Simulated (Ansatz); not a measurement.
A nudged elastic band was laid between two geometries of CH7NOSi (11 atoms, charge 0, multiplicity 1).

Theory: RKS PBE0/def2-mTZVP in Ansatz 0.2.0.

- movable images: 8
- climbing image: no
- spring: 5.0 eV/Å²
- optimiser: quadratic models (default)
- start path: through a guess of the saddle point
- force threshold: 0.05 eV/Å
- iteration limit: 60
- end points: relaxed

Initial state:

```xyz
11
Properties=species:S:1:pos:R:3
C -1.135 0.887 0.240
Si -0.010 -0.600 0.128
N 1.609 -0.005 0.147
O -0.246 -1.508 -1.240
H -2.177 0.587 0.111
H -1.055 1.382 1.212
H -0.906 1.627 -0.533
H -0.327 -1.575 1.207
H 2.395 -0.630 0.253
H 1.816 0.900 0.544
H 0.101 -1.121 -2.050
```

Final state:

```xyz
11
Properties=species:S:1:pos:R:3
C -1.208 0.909 0.317
Si -0.008 -0.487 0.050
N 1.611 0.015 0.337
O -0.329 -0.990 -1.504
H -2.231 0.595 0.100
H -1.170 1.267 1.348
H -0.981 1.754 -0.340
H -0.204 -1.618 1.000
H 2.301 -0.615 0.717
H 2.041 0.789 -0.146
H 0.243 -1.676 -1.858
```

Question: What changes between the two ends?

Answer: No bond is made or broken. The dihedral H8–Si2–O4–H11 goes from -167 to -63°.

Question: What energy profile does the band end with?

Answer: It converged. The highest image is number 4 of 0 to 9, 2.5 kJ/mol above the first end and 3.8 kJ/mol above the last; the last end lies 1.2 kJ/mol below the first. No image climbed, so the highest image needn't sit at the top of the path.

```tsv
image	path coordinate (Å)	energy (kJ/mol)	dihedral H8–Si2–O4–H11 (°)
0	0.00	0.0	-167
1	0.17	0.2	-161
2	0.34	0.9	-152
3	0.51	1.9	-141
4	0.67	2.5	-127
5	0.84	2.5	-114
6	1.01	1.6	-100
7	1.18	0.3	-87
8	1.35	-0.8	-75
9	1.52	-1.2	-63
```

Question: What is the geometry of the highest image?

Answer: 
```xyz
11
Properties=species:S:1:pos:R:3:forces:R:3
C -1.159 0.898 0.290 -0.01 0.01 0.00
Si -0.038 -0.578 0.088 0.02 -0.01 -0.01
N 1.606 -0.064 0.148 0.00 0.01 0.02
O -0.369 -1.340 -1.351 -0.01 -0.01 0.01
H -2.201 0.614 0.123 0.00 0.00 0.00
H -1.087 1.328 1.292 0.00 -0.01 -0.01
H -0.921 1.683 -0.434 0.00 0.00 0.00
H -0.284 -1.594 1.147 -0.01 0.00 0.00
H 2.330 -0.634 0.557 0.00 0.00 -0.02
H 1.853 0.914 0.167 0.00 -0.01 0.00
H 0.334 -1.284 -2.005 0.00 0.02 0.01
```

Run time: 4.4 min on 2 threads of Arm Neoverse V1, on a shared host, peak memory 0.23 GiB.
